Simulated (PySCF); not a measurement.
## Ag(2+): excitation energy

Ag(2+) [Kr] 4d9 (2D) → Ag(2+) [Kr] 4d8 5p1 (high-spin determinant), as a difference of total energies. All numbers are calculated (PySCF 2.14, a scalar-relativistic core potential, in def2-TZVPPD with the def2 core potential (28 electrons)). Correlated levels: valence: 4s2 4p6 frozen; valence and next inner shell: nothing frozen outside the core potential. The calculations carry no spin-orbit coupling.

| method | excitation energy (eV) |
| --- | --- |
| UHF | 14.117 |
| LDA | 14.936 |
| PBE | 14.663 |
| PBE0 | 14.784 |
| r2SCAN | 14.484 |
| BLYP | 14.537 |
| MN15 | 15.781 |
| r2SCANh | 14.544 |
| revPBE | 14.642 |
| MP2 (valence) | 15.334 |
| SCS-MP2 (valence) | 15.375 |
| MP2 (valence and next inner shell) | 15.185 |
| SCS-MP2 (valence and next inner shell) | 15.130 |

How much does correlation contribute at MP2 (valence and next inner shell)?

15.185 − (14.117) = 1.068 eV, measured against UHF.

The determinant of the upper state mixes LS terms, which raises its energy above the lowest term, most at the Hartree-Fock and MP2 levels.
